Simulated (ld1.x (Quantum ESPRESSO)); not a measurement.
# Configuration tests for Be (Z = 4) (RRKJ)

ld1.x (Quantum ESPRESSO) 7.5 input, shortened:

```
&input
   title='Be', zed=4., rel=1, dft='PBE', iswitch=3,
   config='[He] 2s2 2p0'
 /
 &inputp
   pseudotype=2, tm=.false., rho0=0.005, lloc=0,
   nlcc=.false.
 /
2
2P  2  1   0.00   0.00  2.90  2.90  0.0
1S  1  0   2.00   0.00  0.40  0.40  0.0
 &test
   configts(1)='1s2 2s2 2p0'
 /
```

Occupied shells without a wave of their own: 2s. They enter only through the test configuration that unscreens the potential.

Energies are relative to the spin-unpolarised reference configuration 1s2 2s2 2p0; without spin polarisation the order of configurations can differ from experiment.

**Question.** Give the all-electron excitation energy and the error of the potential for: 1s2 2s1 2p0; 1s2 2s0 2p0; 1s2 2s1.5 2p0; 1s2 2s1 2p1; 1s2 2s0 2p1; 1s1 2s2 2p0; 1s2 2s0 2p2.

**Answer.**

```json
{"valence configuration": "1s2 2s1 2p0", "charge": "+1", "ΔE all-electron (eV)": "9.551", "error AE − PS (meV)": "+16"}
{"valence configuration": "1s2 2s0 2p0", "charge": "+2", "ΔE all-electron (eV)": "27.499", "error AE − PS (meV)": "+44"}
{"valence configuration": "1s2 2s1.5 2p0", "charge": "+0.5", "ΔE all-electron (eV)": "3.761", "error AE − PS (meV)": "+6.7"}
{"valence configuration": "1s2 2s1 2p1", "charge": "0", "ΔE all-electron (eV)": "3.612", "error AE − PS (meV)": "+4.0"}
{"valence configuration": "1s2 2s0 2p1", "charge": "+1", "ΔE all-electron (eV)": "13.460", "error AE − PS (meV)": "+189"}
{"valence configuration": "1s1 2s2 2p0", "charge": "+1", "ΔE all-electron (eV)": "128.282", "error AE − PS (meV)": "+54"}
{"valence configuration": "1s2 2s0 2p2", "charge": "0", "ΔE all-electron (eV)": "7.251", "error AE − PS (meV)": "+21"}
```

Levels in the configuration 1s2 2s1 2p0:

```json
{"level": "1s", "all-electron (eV)": "-117.788", "pseudo (eV)": "-117.772"}
{"level": "2s", "all-electron (eV)": "-13.701", "pseudo (eV)": "-13.679"}
```
